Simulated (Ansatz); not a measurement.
```yaml
crystal:
  periodic: [false, false, false]
  atoms:
    - {symbol: Si, position_ang: [-1.791090, 2.805582, -1.817916]}
    - {symbol: C, position_ang: [-1.385936, -0.159941, 0.959886]}
    - {symbol: Si, position_ang: [2.317094, -0.981250, 2.274368]}
    - {symbol: Si, position_ang: [-1.089572, -4.141731, -0.692955]}
    - {symbol: H, position_ang: [-4.140878, 2.089674, -3.987653]}
    - {symbol: H, position_ang: [-2.578650, 5.659339, -0.414337]}
    - {symbol: H, position_ang: [1.027550, 3.154966, -3.441896]}
    - {symbol: H, position_ang: [-3.018801, -0.055355, 2.714837]}
    - {symbol: H, position_ang: [2.763977, -1.263052, 5.489193]}
    - {symbol: H, position_ang: [4.847116, 0.351886, 0.733331]}
    - {symbol: H, position_ang: [0.976711, -3.147007, -3.157291]}
    - {symbol: H, position_ang: [2.241875, -4.434770, 1.415232]}
basis:
  gaussian: {orbitals: def2-TZVP, fitting: {mean_field: cc-pVTZ-jkfit}}
hamiltonian: {xc: {name: BHLYP}, dispersion: d3bj}
```

```sh
$ ansatz run in.yaml --threads 4 --pin off --events-out ev --progress --plain --max-ram 10444MiB
```

Output, abridged:

```
Functional definition: BHLYP
682 factors; integrals over basis functions are off by at most 4.3e-1 eV
mean field evaluation 1: about -24718.5417 eV, gradient 5.4e1 eV
mean field evaluation 2: about -24434.0030 eV, gradient 2.1e2 eV
mean field evaluation 4: about -24539.7862 eV, gradient 1.5e2 eV
mean field evaluation 8: about -24750.8826 eV, gradient 6.7e0 eV
mean field evaluation 16: about -24752.0213 eV, gradient 1.6e-3 eV
mean field -24752.02127128 eV, -909.6200041969 hartree, gradient 2.5e-5 eV, S^2 0.000000; 6 other end points of the search recorded, 0 dependent functions left out
reference -24752.02167124 eV, -909.6200188953 hartree; 28, 28 occupied and 162, 162 virtual orbitals, 682 factors
Total energy: -24752.24058887 eV, -909.6280639698 hartree
```

In this input the geometry is stretched to more than twice its size. The run converged. The result belongs to that input, not to the molecule as meant.
